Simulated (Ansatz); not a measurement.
One change: `[CH3][Hf]([CH3])([NH2])[F]` becomes `[CH3][Hf]([CH3])([F])[F]`.

Ansatz, PBE0-D4/def2-TZVP geometries, multiplicity 1. Each molecule was computed in one conformer, which needn't be the lowest.

Elements past krypton have def2 core potentials.

```
                                        property  `[CH3][Hf]([CH3])([NH2])[F]`
  size of the dipole moment (PBE/def2-TZVPP) / D                          1.93
               HOMO energy (PBE/def2-TZVPP) / eV                         -5.97
             HOMO energy (B3LYP/def2-TZVPP) / eV                         -7.08
size of the dipole moment (B3LYP/def2-TZVPP) / D                          1.95
         HOMO–LUMO gap (ωB97M-V/def2-TZVPP) / eV                         10.58
           HOMO energy (ωB97M-V/def2-TZVPP) / eV                         -9.63
```

Q: Give the same properties after the change, and the shifts. (Best estimate.)

A: Computed: 
```csv
property,`[CH3][Hf]([CH3])([F])[F]`,shift
size of the dipole moment (PBE/def2-TZVPP) / D,1.20,-0.73
HOMO energy (PBE/def2-TZVPP) / eV,-6.56,-0.59
HOMO energy (B3LYP/def2-TZVPP) / eV,-7.69,-0.61
size of the dipole moment (B3LYP/def2-TZVPP) / D,1.23,-0.72
HOMO–LUMO gap (ωB97M-V/def2-TZVPP) / eV,10.99,0.41
HOMO energy (ωB97M-V/def2-TZVPP) / eV,-10.19,-0.56
```

With PBE0 the HOMO falls by 0.60 eV and the LUMO falls by 0.35 eV, so the gap widens by about 0.25 eV. PBE moves the HOMO by -0.59 eV and ωB97M-V by -0.56 eV. The zero-point energy changes by -58.3 kJ/mol with -6 modes. Dipoles are sizes alone; their direction can turn.

B3LYP here is the variant with VWN-RPA as its local correlation; programs differ in this.
